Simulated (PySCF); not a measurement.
Isomers of C5H14N2Si, mass 130.093 u with the commonest isotopes. Theory: PBE0/pcSseg-1 in PySCF (dipole) on a GFN2-xTB geometry, gas phase. One conformer each, none proved a minimum here; rigid rotors.

Question: Order these by dipole moment, smallest first.
A. `[CH3:1][Si@H:2]([NH2:3])[N:4]1[CH2:5][CH2:6][CH2:7][CH2:8]1` with C1–Si2–N3–H -75° and 58°, C1–Si2–N4–C5 -51°, Si2–N4–C5–C6 -98°, N4–C5–C6–C7 -26°, C5–C6–C7–C8 2°, C6–C7–C8–N4 23°
B. `[CH3:1][SiH:2]([CH3:3])[N:4]([NH2:5])[CH:6]1[CH2:7][CH2:8]1` with C1–Si2–N4–N5 -50°, Si2–N4–N5–H 149° and -93°, Si2–N4–C6–C7 -142°
C. `[CH2:1]=[CH:2][C@@:3]([CH3:4])([NH2:5])[CH2:6][SiH2:7][NH2:8]` with C1–C2–C3–C4 -106°, C2–C3–N5–H 179° and 60°, C2–C3–C6–Si7 -56°, C3–C6–Si7–N8 -159°, C6–Si7–N8–H -45° and 178°

Answer: A (0.64 D), B (1.69 D), C (2.16 D).

Question: Order these by radius of gyration √(Σ m r²/M), smallest first.
A. `[CH2:1]=[CH:2][C@@:3]([CH3:4])([NH2:5])[CH2:6][SiH2:7][NH2:8]` with C1–C2–C3–C4 -106°, C2–C3–N5–H 179° and 60°, C2–C3–C6–Si7 -56°, C3–C6–Si7–N8 -159°, C6–Si7–N8–H -45° and 178°
B. `[CH3:1][Si@H:2]([NH2:3])[N:4]1[CH2:5][CH2:6][CH2:7][CH2:8]1` with C1–Si2–N3–H -75° and 58°, C1–Si2–N4–C5 -51°, Si2–N4–C5–C6 -98°, N4–C5–C6–C7 -26°, C5–C6–C7–C8 2°, C6–C7–C8–N4 23°
C. `[CH3:1][SiH:2]([CH3:3])[N:4]([NH2:5])[CH:6]1[CH2:7][CH2:8]1` with C1–Si2–N4–N5 -50°, Si2–N4–N5–H 149° and -93°, Si2–N4–C6–C7 -142°

Answer: B (2.051 Å), C (2.104 Å), A (2.211 Å).

Question: Order these by rotational constant A, smallest first.
A. `[CH3:1][Si@H:2]([NH2:3])[N:4]1[CH2:5][CH2:6][CH2:7][CH2:8]1` with C1–Si2–N3–H -75° and 58°, C1–Si2–N4–C5 -51°, Si2–N4–C5–C6 -98°, N4–C5–C6–C7 -26°, C5–C6–C7–C8 2°, C6–C7–C8–N4 23°
B. `[CH3:1][SiH:2]([CH3:3])[N:4]([NH2:5])[CH:6]1[CH2:7][CH2:8]1` with C1–Si2–N4–N5 -50°, Si2–N4–N5–H 149° and -93°, Si2–N4–C6–C7 -142°
C. `[CH2:1]=[CH:2][C@@:3]([CH3:4])([NH2:5])[CH2:6][SiH2:7][NH2:8]` with C1–C2–C3–C4 -106°, C2–C3–N5–H 179° and 60°, C2–C3–C6–Si7 -56°, C3–C6–Si7–N8 -159°, C6–Si7–N8–H -45° and 178°

Answer: B (2463 MHz), C (2647 MHz), A (2852 MHz).

```tsv
SMILES	point group	Ia (u·Å²)	Ib (u·Å²)	Ic (u·Å²)	κ	μa (D)	μb (D)	μc (D)
C[SiH](C)N(N)C1CC1	C1	205.19	403.88	542.30	-0.58	1.66	0.06	0.30
C[Si@H](N)N1CCCC1	C1	177.23	405.25	511.74	-0.72	0.34	0.20	0.50
C=C[C@@](C)(N)C[SiH2]N	C1	190.92	503.59	577.44	-0.86	1.80	0.69	0.97
```
